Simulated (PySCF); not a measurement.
# Excitation energy of Ca by level of theory

Ca [Ar] 4s2 (1S) → Ca [Ar] 4p2 (3P), as a difference of total energies. All numbers are calculated (PySCF 2.14, scalar relativity by spin-free X2C-1e, in x2c-QZVPPall (11s7p4d3f, 73 functions)). Correlated levels: valence and next inner shell: [Ne] frozen. The calculations carry no spin-orbit coupling.

```tsv
method	excitation energy (eV)	error (eV)
UHF	4.180	-0.594
MP2 (valence and next inner shell)	4.981	+0.207
SCS-MP2 (valence and next inner shell)	5.092	+0.318
CCSD (valence and next inner shell)	4.874	+0.100
CCSD(T) (valence and next inner shell)	4.884	+0.110
```

Reference: 4.774 eV (measured; NIST levels, between the centres of gravity of the two terms).

Errors of the correlated levels include the incompleteness of this basis and the frozen core.

The basis was made for the ground configuration and has no added diffuse functions, so the excitation energy can come out too high.

The coupled-cluster amplitudes are large for the upper state (T1 above 0.03 or a double amplitude above 0.15), so a single reference is strained.
